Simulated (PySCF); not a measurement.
2-hydroxyethylboronic acid (C2H7BO3), SMILES C(B(O)O)CO.

Coordinates come from a PBE-D3(BJ)/def2-SVP optimisation. The values are those of a single conformer.

All values below come from PySCF with PBE-D3(BJ)/def2-SVP.

Harmonic, unscaled wavenumbers; measured fundamentals usually lie a few per cent lower.

Computed vibrational spectrum:
```csv
mode,ν (cm⁻¹),IR (km/mol),moving atoms (share of kinetic energy)
1,26,3.9,"H 37 %, O 33 %, C 29 %"
2,104,4.0,"O 42 %, C 29 %, H 28 %"
3,149,0.2,"O 50 %, C 32 %, H 15 %"
4,300,61.6,"H 73 %, O 19 %"
5,347,36.7,"O 53 %, H 32 %, C 10 %"
6,370,36.8,"O 45 %, H 27 %, C 23 %"
7,473,14.7,"H 33 %, O 32 %, B 20 %, C 14 %"
8,503,152.9,"H 88 %, O 8 %"
9,538,9.1,"H 45 %, B 26 %, O 23 %"
10,620,46.4,"H 65 %, B 18 %, O 16 %"
11,741,11.4,"H 72 %, C 14 %, B 12 %"
12,797,13.4,"C 37 %, O 31 %, H 24 %, B 8 %"
13,928,30.9,"H 69 %, C 21 %"
14,970,113.7,"H 69 %, O 20 %, C 8 %"
15,998,43.6,"H 55 %, C 23 %, O 21 %"
16,1012,90.9,"H 43 %, C 36 %, O 20 %"
17,1060,132.5,"C 47 %, O 32 %, H 22 %"
18,1101,9.7,"H 78 %, C 18 %"
19,1168,32.6,"H 61 %, C 25 %, O 8 %"
20,1252,11.3,"H 83 %, C 16 %"
21,1323,54.8,"H 68 %, B 14 %, C 11 %"
22,1363,47.9,"H 79 %, C 12 %"
23,1366,211.0,"B 37 %, H 36 %, C 20 %"
24,1385,35.8,"H 77 %, C 11 %, B 10 %"
25,1421,235.4,"B 67 %, O 20 %, H 11 %"
26,1439,2.3,"H 91 %, C 8 %"
27,2921,45.7,H 94 %
28,2937,14.6,H 94 %
29,2997,14.8,"H 92 %, C 8 %"
30,3015,43.0,"H 91 %, C 9 %"
31,3695,12.7,H 94 %
32,3716,45.7,H 94 %
33,3763,52.6,H 94 %
```
